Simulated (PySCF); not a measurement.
C2H7GeN.

```xyz
11

Ge    -0.2593     0.4821    -0.0262
N     -1.9247    -0.2567     0.3069
C      1.1319    -0.8038    -0.5153
C      2.2031    -1.0388     0.2521
H     -0.4856     1.4913    -1.1719
H      0.2034     1.1845     1.2676
H     -1.9112    -1.0196     0.9829
H     -2.4013    -0.5888    -0.5305
H      1.0198    -1.3669    -1.4515
H      2.3643    -0.5060     1.1970
H      2.9731    -1.7695    -0.0230
```

Geometry: B3LYP-D3(BJ)/def2-SVP. This is a generated structure with no PubChem entry under its InChIKey; it may be hypothetical. The values are those of a single conformer.

These are KT2/pcSseg-1 run with PySCF values and carry that method's errors. Non-relativistic, no solvent.

Q: Give the absolute GIAO shielding of each atom: isotropic value and principal components (ppm). (Estimate from the structure and the level; the computed values follow.)

A: 
```tsv
atom	σ(iso)	σ11	σ22	σ33	span
Ge1	1389.9	1256.4	1412.1	1501.1	244.7
N2	249.3	228.0	252.2	267.6	39.6
C3	44.6	-62.4	35.7	160.4	222.8
C4	53.3	-55.1	60.0	154.9	210.0
H5	26.2	20.4	21.8	36.5	16.1
H6	26.5	20.5	22.6	36.4	16.0
H7	31.5	24.0	27.9	42.6	18.6
H8	31.2	23.7	27.1	42.7	19.0
H9	24.9	22.8	24.5	27.4	4.6
H10	25.4	22.0	24.4	29.7	7.7
H11	25.1	22.3	24.1	28.9	6.7
```
